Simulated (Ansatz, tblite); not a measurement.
Forces on Si(OMe)2 (C2H6O2Si) at its PBE0-D4/def2-SVP geometry. Total charge 0; singlet.

The xTB rows come from tblite. Another isomer (singlet) lies 0.48 eV lower at PBE0-D4/def2-TZVP; other spin states weren't run for this one.

GFN1-xTB (tblite), largest force 0.93 eV/Å:

```xyz
11
positions Å, forces eV/Å
C    -0.438    2.175   -1.381    0.103    0.768   -0.240
C     0.516   -2.123    1.434    0.373   -0.453    0.562
O     0.051    1.215   -0.487   -0.618   -0.614   -0.322
O     0.508   -0.845    0.862   -0.694   -0.254   -0.560
Si   -0.519   -0.344   -0.350    0.667    0.442    0.448
H     0.376    2.527   -2.036   -0.107   -0.052    0.080
H    -0.824    3.045   -0.825    0.046   -0.120   -0.070
H    -1.252    1.790   -2.024    0.187    0.043    0.168
H    -0.250   -2.794    0.999    0.159    0.188    0.068
H     0.330   -2.051    2.518    0.017   -0.009   -0.144
H     1.502   -2.594    1.290   -0.133    0.062    0.011
```

GFN2-xTB (tblite), largest force 0.76 eV/Å:

```
C 0.027 -0.041 0.040
C 0.002 0.059 -0.021
O -0.456 -0.309 -0.305
O -0.458 -0.298 -0.311
Si 0.553 0.368 0.373
H -0.137 -0.175 0.221
H 0.120 -0.287 -0.039
H 0.310 -0.004 0.311
H 0.234 0.367 0.060
H 0.029 0.101 -0.296
H -0.224 0.219 -0.031
```

PBE-D4/def2-TZVP (Ansatz), largest force 0.74 eV/Å:

```
C -0.290 0.477 -0.490
C -0.032 -0.691 0.275
O 0.314 -0.405 0.485
O 0.079 0.667 -0.218
Si -0.082 -0.055 -0.057
H 0.003 -0.030 0.022
H 0.011 -0.031 0.016
H 0.009 -0.009 0.014
H 0.004 0.018 -0.004
H -0.004 0.028 -0.025
H -0.012 0.032 -0.016
```
